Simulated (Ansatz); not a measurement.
One change: `N#[C][GeH2][C]#N` becomes `N#[C][GeH]([C]#N)[C]#N`.

Ansatz, PBE0-D4/def2-TZVP geometries, multiplicity 1. 

Scalar relativity is left out up to krypton.

| property | `N#[C][GeH2][C]#N` |
| --- | --- |
| HOMO–LUMO gap (ωB97M-V/def2-TZVPP) / eV | 13.31 |
| HOMO–LUMO gap (PBE0/def2-TZVPP) / eV | 8.96 |
| LUMO energy (PBE/def2-TZVPP) / eV | -2.22 |
| size of the dipole moment (PBE/def2-TZVPP) / D | 4.03 |
| ideal-gas entropy at 298 K and 1 bar (rigid rotor, harmonic PBE0-D4/def2-TZVP) / J/(mol·K) | 329 |
| HOMO energy (ωB97M-V/def2-TZVPP) / eV | -12.48 |

**Question.** Give the same properties after the change, and the shifts. (An estimate is asked.)

**Answer.** Ansatz gave: 
```
                                                                                  property  `N#[C][GeH]([C]#N)[C]#N`  shift
                                                   HOMO–LUMO gap (ωB97M-V/def2-TZVPP) / eV                     13.18  -0.13
                                                      HOMO–LUMO gap (PBE0/def2-TZVPP) / eV                      8.78  -0.18
                                                         LUMO energy (PBE/def2-TZVPP) / eV                     -2.98  -0.76
                                            size of the dipole moment (PBE/def2-TZVPP) / D                      3.25  -0.78
ideal-gas entropy at 298 K and 1 bar (rigid rotor, harmonic PBE0-D4/def2-TZVP) / J/(mol·K)                       373     44
                                                     HOMO energy (ωB97M-V/def2-TZVPP) / eV                    -13.14  -0.66
```

With PBE0 the HOMO falls by 0.62 eV and the LUMO falls by 0.80 eV, so the gap narrows by about 0.18 eV. PBE moves the HOMO by -0.47 eV and ωB97M-V by -0.66 eV. The zero-point energy changes by 1.3 kJ/mol with +3 modes. Dipoles are sizes alone; their direction can turn.
